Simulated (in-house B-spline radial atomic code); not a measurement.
Configurations of Kr6+, with energies counted from [Ar] 3d10 4s2. All numbers are computed (scalar-relativistic (X2C) PBEsol, spin-polarised, spherical fractional occupations; Fermi nucleus of rms radius 4.1884 fm) with an all-electron radial atomic-structure program (B-spline basis), not measured. Shells without spins written out take the highest spin.

Occupations are held fixed; configurations that lie above the ionisation limit could autoionise.

```csv
configuration,E - E(ref) (eV),highest orbital,its <r> (bohr)
"[Ar] 3d10 4s(0 up, 1 down) 5p(0 up, 1 down)",60.862,5p down,2.869
[Ar] 3d10 4s1 5d1,71.188,5d up,3.382
"[Ar] 3d(5 up, 4 down) 4s2 4p(1 up, 0 down)",93.481,4p up,1.443
[Ar] 3d9 4s2 4d1,121.19,4d up,1.721
[Ar] 3d9 4s2 5p1,140.68,5p up,2.821
[Ar] 3d9 4s2 4f1,144.76,4f up,2.218
[Ne] 3s2 3p5 3d10 4s2 5s1,247.72,5s up,2.592
```

Order these further configurations by energy, lowest first.
A. [Ne] 3s2 3p5 3d10 4s2 4p1
B. [Ar] 3d10 4s1 4f1
C. [Ar] 3d9 4s2 5d1
D. [Ar] 3d(4 up, 5 down) 4s2 4f(1 up, 0 down)
E. [Ar] 3d(5 up, 4 down) 4s2 5s(1 up, 0 down)

B (64.888 eV), E (133.93 eV), D (144.82 eV), C (151.09 eV), A (207.24 eV).

How far above the reference does [Ne] 3s2 3p5 3d10 4s2 4f1 lie?

258.56 eV; its least bound orbital is 4f up with <r> = 2.216 bohr.

How far above the reference does [Ar] 3d10 4s1 4p1 lie?

15.779 eV; its least bound orbital is 4p up with <r> = 1.481 bohr.
